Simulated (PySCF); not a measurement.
Simulated C 1s region for `[PH3+][BH2-]C1CCC1`, binding energy against the vacuum level.

Every computed line was given a Gaussian of 0.6 eV full width at half maximum and an area set by the number of equivalent atoms; the highest printed point is 100. Computed, not measured: delta-SCF UKS SCAN, pcX-2 on the ionised atom, pcseg-1 elsewhere, spin-free X2C in PySCF.

binding energy (eV), intensity and a bar:
```
    288.3          0 
    288.4          1 
    288.5          2 #
    288.6          5 #
    288.7         10 ###
    288.8         17 #####
    288.9         25 ########
    289.0         33 ##########
    289.1         38 ###########
    289.2         41 ############
    289.3         45 ##############
    289.4         55 ################
    289.5         70 #####################
    289.6         88 ##########################
    289.7        100 ##############################
    289.8        100 ##############################
    289.9         87 ##########################
    290.0         65 ####################
    290.1         42 #############
    290.2         24 #######
    290.3         11 ###
    290.4          5 #
    290.5          2 
    290.6          1 
    290.7          0
```

Task: Count the maxima, the lines and the sites behind this envelope.

Result: The curve has 1 maximum (at 289.7 eV). Under it lie 3 lines from 3 inequivalent carbon sites. At this width some lines have no maximum of their own.

Task: Decompose the envelope and assign each component. Numbering: `[PH3+:1][BH2-:2][CH:3]1[CH2:4][CH2:5][CH2:6]1`.

Result: 
```tsv
position (eV)	relative area	line	atoms	environment
289.10	1	C 1s	C3	sp3 carbon bound to boron
289.73	2	C 1s	C4/C6	four-membered-ring carbon
289.82	1	C 1s	C5	four-membered-ring carbon
```

Task: What are the centre and the root-mean-square width of the whole band?

Result: The area-weighted mean of the lines is 289.60 eV. Their own spread about it is 0.29 eV (rms) and each Gaussian has σ = 0.6/2.355 = 0.25 eV; the variances add, which gives 0.38 eV.

The listed C 1s values span 0.72 eV, from C3 (bonded to 2 C, H and B) to C5 (bonded to 2 C and 2 H). The widest gap between neighbouring values is 0.63 eV, between 289.10 and 289.73 eV.

Shake-up satellites, vibrational structure and lifetime widths aren't simulated. One atom of each set of topologically equivalent atoms was ionised and stands for the set; in this conformer not all members are related by symmetry, and their own values weren't computed. The structure is a single PBE0-D3(BJ)/def2-SVP conformer in the gas phase; no vibrational or solvent corrections.

Time: 2.3 min of wall time; peak memory 0.71 GiB. Hardware: an Arm Neoverse N1 with one thread, no GPU, on a shared host.

Shape of the structure used: `[PH3+:1][BH2-:2][CH:3]1[CH2:4][CH2:5][CH2:6]1`: P1–B2–C3–C4 -70°.
